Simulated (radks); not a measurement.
Valence configurations of the niobium ion Nb2+ (all share [Kr]). Method: scalar-relativistic Kohn-Sham, PBE, spin-polarised, spherical densities, point nucleus; open shells are filled with parallel spins first (spin-orbit coupling, left out, can overturn this in heavy ions); computed with a radial shooting solver on a logarithmic mesh with Libxc functionals. Energies are relative to 4d3; eigenvalues in eV for spin up.

valence,E (eV),moment (Bohr magnetons),e(4d),e(5p),e(5s)
4d3,0.000,3,-19.985,-,-
4d2 5s1,3.045,3,-22.632,-,-19.070
4d2.5 5p0.5,3.893,3,-21.758,-13.533,-
4d1.5 5s1 5p0.5,7.624,3,-24.419,-14.837,-20.175
4d2 5p1,8.218,3,-23.531,-14.465,-
4d1 5s2,8.412,1,-25.063,-,-20.032
4d1 5s1 5p1,12.628,3,-26.177,-15.743,-21.245
4d1 5p2,18.123,3,-27.009,-16.257,-
5s2 5p1,19.684,1,-,-16.510,-22.218
5p3,29.747,3,-,-17.868,-

NIST lists [Kr] 4d3 as the ground configuration; this level of theory agrees among the configurations tried. The energies are those of spherical high-spin densities, not of single terms.
